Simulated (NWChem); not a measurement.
System: SbCl$_{2}$ cation; SMILES [Sb+]([Cl])[Cl]

Input file for NWChem:

```
start job
memory heap 200 mb stack 900 mb global 1100 mb
charge 1
geometry units angstroms
  Sb     0.340020     0.089549     0.418329
  Cl     0.719910     0.165465    -1.846423
  Cl    -1.887677    -0.473013     0.409710
end
basis spherical
  * library def2-svp
end
ecp
  Sb library def2-ecp
end
dft
  xc xpbe96 cpbe96
  disp vdw 4
  iterations 150
end
driver
  maxiter 120
end
task dft optimize
dft
  grid fine
  convergence energy 1d-8 density 1d-7
end
task dft freq numerical
```

Parts of the log:

```
             Northwest Computational Chemistry Package (NWChem) 7.3.0
             --------------------------------------------------------

 C2V symmetry detected

                             Geometry "geometry" -> ""
                             -------------------------

 Output coordinates in angstroms (scale by  1.889725989 to convert to a.u.)

  No.       Tag          Charge          X              Y              Z
 ---- ---------------- ---------- -------------- -------------- --------------
    1 Sb                  51.0000     0.00000000     0.00000000     0.59395053
    2 Cl                  17.0000     1.75337533     0.00000000    -0.89092579
    3 Cl                  17.0000    -1.75337533     0.00000000    -0.89092579

 Effective nuclear repulsion energy (a.u.)     442.9729636930

      Symmetry information
      --------------------

 Group name             C2v
 Group number             16
 Group order               4
 No. of unique centers     2

                                Z-matrix (autoz)
                                --------

 Units are Angstrom for bonds and degrees for angles

      Type          Name      I     J     K     L     M      Value
      ----------- --------  ----- ----- ----- ----- ----- ----------
    1 Stretch                  1     2                       2.29765
    2 Stretch                  1     3                       2.29765
    3 Bend                     2     1     3                99.47965

                           NWChem Geometry Optimization
                           ----------------------------

 maximum gradient threshold         (gmax) =   0.000450
 rms gradient threshold             (grms) =   0.000300
 maximum cartesian step threshold   (xmax) =   0.001800
 rms cartesian step threshold       (xrms) =   0.001200
 fixed trust radius                (trust) =   0.300000
 source of zmatrix                         =   autoz

          -------------------
          Energy Minimization
          -------------------

 Using diagonal initial Hessian
 Scaling for Hessian diagonals: bonds = 1.00  angles = 0.25  torsions = 0.10

          --------
          Step   0

                                 NWChem DFT Module
                                 -----------------

[...]

      ----------------------
      Optimization converged
      ----------------------

  Step       Energy      Delta E   Gmax     Grms     Xrms     Xmax
  ---- ---------------- -------- -------- -------- -------- --------
@    4   -1159.74896548 -1.9D-09  0.00000  0.00000  0.00015  0.00027
                                     ok       ok       ok       ok

                                Z-matrix (autoz)
                                --------

 Units are Angstrom for bonds and degrees for angles

      Type          Name      I     J     K     L     M      Value     Gradient
      ----------- --------  ----- ----- ----- ----- ----- ---------- ----------
    1 Stretch                  1     2                       2.31540    0.00000
    2 Stretch                  1     3                       2.31540    0.00000
    3 Bend                     2     1     3               100.94189    0.00000

                         Geometry "geometry" -> "geometry"
                         ---------------------------------

 Output coordinates in angstroms (scale by  1.889725989 to convert to a.u.)

  No.       Tag          Charge          X              Y              Z
 ---- ---------------- ---------- -------------- -------------- --------------
    1 Sb                  51.0000     0.00000000     0.00000000     0.58648666
    2 Cl                  17.0000     1.78587155     0.00000000    -0.88719386
    3 Cl                  17.0000    -1.78587155     0.00000000    -0.88719386

 Effective nuclear repulsion energy (a.u.)     439.1176045230

      Symmetry information
      --------------------

 Group name             C2v
 Group number             16
 Group order               4
 No. of unique centers     2

[...]

 Rotational Constants
 --------------------
 A=   0.175192 cm-1  (  0.252057 K)
 B=   0.075577 cm-1  (  0.108736 K)
 C=   0.052799 cm-1  (  0.075965 K)

 Temperature                      =   298.15K
 frequency scaling parameter      =   1.0000

 Zero-Point correction to Energy  =    1.351 kcal/mol  (  0.002153 au)
 Thermal correction to Energy     =    3.932 kcal/mol  (  0.006266 au)
 Thermal correction to Enthalpy   =    4.524 kcal/mol  (  0.007210 au)

 Total Entropy                    =   72.286 cal/mol-K
   - Translational                =   41.626 cal/mol-K (mol. weight = 190.8415)
   - Rotational                   =   25.848 cal/mol-K (symmetry #  =        2)
   - Vibrational                  =    4.813 cal/mol-K

 Cv (constant volume heat capacity) =   10.787 cal/mol-K
   - Translational                  =    2.979 cal/mol-K
   - Rotational                     =    2.979 cal/mol-K
   - Vibrational                    =    4.828 cal/mol-K

[normal modes left out]

 ----------------------------------------------------------------------------
 Normal Eigenvalue ||           Projected Infra Red Intensities
  Mode   [cm**-1]  || [atomic units] [(debye/angs)**2] [(KM/mol)] [arbitrary]
 ------ ---------- || -------------- ----------------- ---------- -----------
    1       -0.000 ||    0.003605           0.083         3.514       4.064
    2        0.000 ||    0.007061           0.163         6.883       7.961
    3        0.000 ||    0.000041           0.001         0.040       0.047
    4        0.000 ||    0.000041           0.001         0.040       0.047
    5        0.000 ||    0.005148           0.119         5.019       5.804
    6        0.000 ||    0.002292           0.053         2.234       2.584
    7      129.973 ||    0.002041           0.047         1.990       2.302
    8      406.824 ||    0.045307           1.045        44.168      51.081
    9      408.827 ||    0.014290           0.330        13.930      16.111
 ----------------------------------------------------------------------------
```

Level: PBE-D3(BJ)/def2-SVP with def2 effective core potentials on Sb. def2 effective core potentials on Sb; no spin-orbit coupling.
